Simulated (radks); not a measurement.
Question: Radial electron density D(r) = 4 pi r^2 rho(r) of an atom or ion with 36 electrons. All-electron calculation, scalar-relativistic Kohn-Sham, BLYP, spin-polarised, spherical densities, finite nucleus; Fermi nuclear charge, rms radius of each element as measured or else 0.836 A^(1/3) + 0.57 fm. Program: a radial shooting solver on a logarithmic mesh with Libxc functionals.

r (bohr)  D(r) (e/bohr)
0.004651          7.244
0.005329          8.969
0.006105          11.03
0.006994          13.45
0.008013          16.25
0.00918           19.42
0.01043           22.73
0.01195           26.50
0.0137            30.43
0.01569           34.33
0.01798           37.97
0.0206            41.08
0.02341           43.27
0.02682           44.58
0.03073           44.70
0.0352            43.67
0.04033           41.77
0.04584           39.65
0.05251           37.74
0.06016           36.96
0.06893           37.92
0.07897           40.79
0.09048           45.09
0.1028            49.41
0.1178            52.78
0.135             53.47
0.1546            50.71
0.1772            45.02
0.203             38.14
0.2307            32.71
0.2643            29.93
0.3028            30.71
0.3469            33.78
0.3975            36.63
0.4517            36.97
0.5175            33.83
0.5929            27.72
0.6793            20.45
0.7783            13.97
0.8917            9.457
1.013             7.153
1.161             6.178
1.33              5.856
1.524             5.488
1.746             4.774
2                 3.767
2.274             2.744
2.605             1.774
2.984             1.036
3.419            0.5442
3.917            0.2556
4.488            0.1058
5.1             0.04034
5.843           0.01231
6.695          0.003120

What is the nuclear charge?

Answer: Z = 36. The innermost maximum, from 1s, lies near gamma/Z bohr with gamma = sqrt(1 - (Z/c)^2) = 0.965, here 0.0268 bohr (found: 0.0291), and its height grows with Z. The density is that of neutral krypton in [Kr]; the configuration itself is not fixed sharply by these data, and Z only to about a unit. D(r) has 3 maxima, at r = 0.0291, 0.130, 0.431 bohr, and minima at 0.0602, 0.273 bohr, inside which lie 2.07, 11.00 electrons.
